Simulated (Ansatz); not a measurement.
Gas-phase reaction R1 + R2 → P1, each structure at its B3LYP-D3(BJ)/def2-TZVP stationary point, reached from a drawn start (curvature not checked).
R1: C atom, charge 0, multiplicity 3.
P1: CH2O (SMILES C=O), charge 0, multiplicity 1.
R2, H2O (SMILES O) (charge 0, multiplicity 1):
```xyz
3

O      0.0000     0.0000     0.3896
H      0.0000     0.7650    -0.1949
H      0.0000    -0.7650    -0.1949
```

P less R. No zero-point or thermal terms; singlets are restricted closed shells; open shells are unrestricted; no spin–orbit coupling.

Correlated levels freeze the cores. CBS(a, b) extrapolates the correlation energy as X⁻³ and adds the Hartree–Fock energy of set b.

The values were computed with Ansatz (Gaussian orbitals). All values are computed, each at the level named.

```json
[
 {"level": "HF/cc-pVTZ", "reaction energy (kJ/mol)": "-430.0"},
 {"level": "SVWN5/def2-TZVPP", "reaction energy (kJ/mol)": "-704.8"},
 {"level": "PBE/def2-TZVPP", "reaction energy (kJ/mol)": "-639.9"},
 {"level": "PBE0/def2-TZVPP", "reaction energy (kJ/mol)": "-612.2"},
 {"level": "CAM-B3LYP/def2-TZVPP", "reaction energy (kJ/mol)": "-601.3"},
 {"level": "MP2/cc-pVDZ", "reaction energy (kJ/mol)": "-593.1"},
 {"level": "MP2/cc-pVQZ", "reaction energy (kJ/mol)": "-608.1"},
 {"level": "SCS-MP2/cc-pVTZ", "reaction energy (kJ/mol)": "___"},
 {"level": "CCSD(T)/CBS(cc-pVTZ, cc-pVQZ)", "reaction energy (kJ/mol)": "___"}
]
```

Some entries are withheld; supply them.


- SCS-MP2/cc-pVTZ, reaction energy (kJ/mol): -596.7
- CCSD(T)/CBS(cc-pVTZ, cc-pVQZ), reaction energy (kJ/mol): -588.8

Ansatz is an electronic-structure program.
